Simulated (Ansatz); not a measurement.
`[SiH3]N[SiH](Cl)Cl` and `CC[SiH](Cl)Cl` differ in one atom or group.

Ansatz, PBE0-D4/def2-TZVP geometries, multiplicity 1. Each molecule was computed in one conformer, which needn't be the lowest.

```json
{"property": "HOMO–LUMO gap (B3LYP/def2-TZVPP) / eV", "`[SiH3]N[SiH](Cl)Cl`": "7.63"}
{"property": "HOMO energy (PBE/def2-TZVPP) / eV", "`[SiH3]N[SiH](Cl)Cl`": "-6.79"}
{"property": "LUMO energy (B3LYP/def2-TZVPP) / eV", "`[SiH3]N[SiH](Cl)Cl`": "-0.28"}
{"property": "LUMO energy (ωB97M-V/def2-TZVPP) / eV", "`[SiH3]N[SiH](Cl)Cl`": "1.55"}
{"property": "HOMO–LUMO gap (ωB97M-V/def2-TZVPP) / eV", "`[SiH3]N[SiH](Cl)Cl`": "11.98"}
{"property": "HOMO–LUMO gap (PBE0/def2-TZVPP) / eV", "`[SiH3]N[SiH](Cl)Cl`": "8.09"}
```

(1) What does the change do to each property? (An estimate is asked.)

Answers

(1) Computed: 
```
                               property  `CC[SiH](Cl)Cl`  shift
  HOMO–LUMO gap (B3LYP/def2-TZVPP) / eV             8.60   0.97
      HOMO energy (PBE/def2-TZVPP) / eV            -7.25  -0.46
    LUMO energy (B3LYP/def2-TZVPP) / eV             0.24   0.52
  LUMO energy (ωB97M-V/def2-TZVPP) / eV             2.24   0.69
HOMO–LUMO gap (ωB97M-V/def2-TZVPP) / eV            13.02   1.04
   HOMO–LUMO gap (PBE0/def2-TZVPP) / eV             9.04   0.95
```

With PBE0 the HOMO falls by 0.42 eV and the LUMO rises by 0.54 eV, so the gap widens by about 0.96 eV. PBE moves the HOMO by -0.46 eV and ωB97M-V by -0.35 eV.

Positive LUMOs are unbound, so they and the gaps depend on the basis.

B3LYP here is the variant with VWN-RPA as its local correlation; programs differ in this.
